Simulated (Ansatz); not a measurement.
Isolated molecules relaxed with PBE0-D4/def2-TZVP in Ansatz; ΔE leaves out vibrations. CCSD(T)/CBS adds triple-zeta CCSD(T) − MP2 to the extrapolated MP2 energy (def2 sets, frozen cores). This one scheme is used for every species. Functionals use def2-TZVPP. Triplets are unrestricted, without spin–orbit coupling. One conformer a species, not always the lowest.

Reaction (formal loss of a carbene): `CC([SiH3])[SiH2]F` → `F[SiH2]C[SiH3]` + `[CH2]` (triplet)

**Question.** Is it downhill or uphill in electronic energy at CCSD(T)/CBS, and by how much? (Best estimate.)

**Answer.** Computed: Uphill: ΔE = +421.6 kJ/mol.

**Question.** What do these levels give: PBE0-D4, PBE, SCS-MP2/def2-TZVPP, CCSD(T)/def2-TZVPP, HF/CBS(def2), CCSD/CBS(def2)? (An estimate is asked.)

**Answer.** The calculation gave: PBE0-D4 419.2, PBE 419.9, SCS-MP2/def2-TZVPP 423.2, CCSD(T)/def2-TZVPP 410.3, HF/CBS(def2) 266.6, CCSD/CBS(def2) 409.2 kJ/mol.

Largest T1 diagnostic among the species: 0.011.

From PBE to PBE0 (25 % exact exchange), in def2-TZVPP and without D4, ΔE moves by −8.3 kJ/mol. The D4 term adds +14.0 kJ/mol with B3LYP and +7.6 kJ/mol with PBE0; it sums over pairs of atoms, weighted by their polarisabilities, and B3LYP, whose exchange is more repulsive, gets the larger term.

B3LYP here is the variant with VWN-RPA as its local correlation; programs differ in this.
